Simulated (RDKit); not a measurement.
RDKit input (MMFF94):

```python
from rdkit import Chem
from rdkit.Chem import AllChem, rdDetermineBonds

mol = Chem.MolFromXYZFile('mol.xyz')
rdDetermineBonds.DetermineBonds(mol, charge=-1)
print('SMILES', Chem.MolToSmiles(Chem.RemoveHs(mol)))
ff = AllChem.MMFFGetMoleculeForceField(mol, AllChem.MMFFGetMoleculeProperties(mol))
e0 = ff.CalcEnergy()
flag = ff.Minimize(maxIts=5000, forceTol=1e-5)
print(f'energy {e0:.4f} -> {ff.CalcEnergy():.4f} kcal/mol, converged: {flag == 0}')
print(Chem.MolToXYZBlock(mol))
```
mol.xyz:
```
13

C     -1.78609100     1.30561800     0.41318100
Si    -1.28160900    -0.22637400    -0.70504300
C     -2.09362700    -1.65222400     0.38964100
Si     0.84844000    -0.53972900     0.28796700
Cl     2.31483500     0.94675200    -0.25540800
H     -2.84030900     1.54976500     0.23797300
H     -1.20279800     2.19054300     0.14131100
H     -1.66003300     1.13510500     1.48928800
H     -3.17863800    -1.63177700     0.23495500
H     -1.91722000    -1.55840800     1.46861000
H     -1.74891400    -2.64259100     0.07475700
H      1.55805900    -1.81329000    -0.07473300
H      0.98033500    -0.51904300     1.79189700
```

Output:

```
SMILES C[Si-](C)[SiH2]Cl
energy 21.8128 -> 7.3094 kcal/mol, converged: True
13

C     -1.784080    1.350052    0.440331
Si    -1.158726   -0.261766   -0.206975
C     -2.159433   -1.696565    0.383916
Si     1.043282   -0.547583    0.368860
Cl     2.174825    0.965999   -0.418914
H     -2.829640    1.506633    0.156829
H     -1.207117    2.191980    0.044935
H     -1.729327    1.392017    1.532773
H     -3.209164   -1.587675    0.093555
H     -2.127031   -1.786272    1.474381
H     -1.797503   -2.638882   -0.039321
H      1.563727   -1.826194   -0.180498
H      1.212618   -0.517396    1.844522
```

The dipole moment of an ion depends on the origin.

The geometry given is a B3LYP-D3(BJ)/def2-TZVP minimum.
